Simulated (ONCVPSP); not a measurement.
titanium, ONCV: configuration errors across variants

* Element: Ti (Z = 22)
* Generator: ONCVPSP 4.0.1
* Type: optimised norm-conserving Vanderbilt (ONCV)
* Functional: PBEsol
* Relativity: scalar-relativistic
* Frozen core: [Ne]
* Valence charge: 12
* Reference configuration: 3s2 3p6 3d2 4s1.5 4p0.5
* Partial waves: 3s+4s: rc 1.30 bohr, ncon 4, nbas 7, qcut 9.3 1/bohr, 3 projectors, debl 2.3 Ha; 3p+4p: rc 1.55 bohr, ncon 4, nbas 8, qcut 7.5 1/bohr, 2 projectors; 3d: rc 2.35 bohr, ncon 4, nbas 8, qcut 8 1/bohr, 2 projectors, debl 3.8 Ha
* Local potential: polynomial inside 1.10 bohr (lpopt 5, dvloc0 0 Ha)
* Core correction: Teter function, fcfact 5.25, rcfact 1.2

All-electron excitation energies from the reference (eV): (1) 3s2 3p6 3d2 4s2 4p0 -1.530; (2) 3s2 3p6 3d2 4s1 4p0 5.829; (3) 3s2 3p6 3d2 4s0 4p0 19.300; (4) 3s1 3p6 3d2 4s2 4p0 67.942.

2 further variants failed, have other tests or too few solved ones, and are left out.

Errors AE − PS in meV (a dash: test not solved or not reliable):

```json
{"change": "base", "(1)": "+0.2", "(2)": "+0.1", "(3)": "+1.0", "(4)": "-183", "bound ghosts": "none", "GHOST(+) flags above zero": "s"}
{"change": "d: rc 1.58", "(1)": "+0.1", "(2)": "-0.2", "(3)": "-0.1", "(4)": "-66", "bound ghosts": "none", "GHOST(+) flags above zero": "s"}
{"change": "d: rc 1.84", "(1)": "+0.1", "(2)": "-0.1", "(3)": "+0.6", "(4)": "-100", "bound ghosts": "none", "GHOST(+) flags above zero": "s"}
{"change": "d: rc 2.1", "(1)": "+0.1", "(2)": "0.0", "(3)": "+1.2", "(4)": "-139", "bound ghosts": "none", "GHOST(+) flags above zero": "s"}
{"change": "d: rc 2.34", "(1)": "+0.2", "(2)": "+0.1", "(3)": "+1.0", "(4)": "-180", "bound ghosts": "none", "GHOST(+) flags above zero": "s"}
{"change": "d: rc 2.58", "(1)": "+0.2", "(2)": "+0.2", "(3)": "-0.2", "(4)": "-227", "bound ghosts": "none", "GHOST(+) flags above zero": "s"}
{"change": "d: rc 3.42", "(1)": "+0.3", "(2)": "+0.1", "(3)": "+0.9", "(4)": "-318", "bound ghosts": "none", "GHOST(+) flags above zero": "s, d"}
```

(1) Give the same row for: d: rc 2.76.

## Answers

(1) +0.2, +0.2, -1.7, -257; bound ghosts: none; GHOST(+) flags above zero: s.
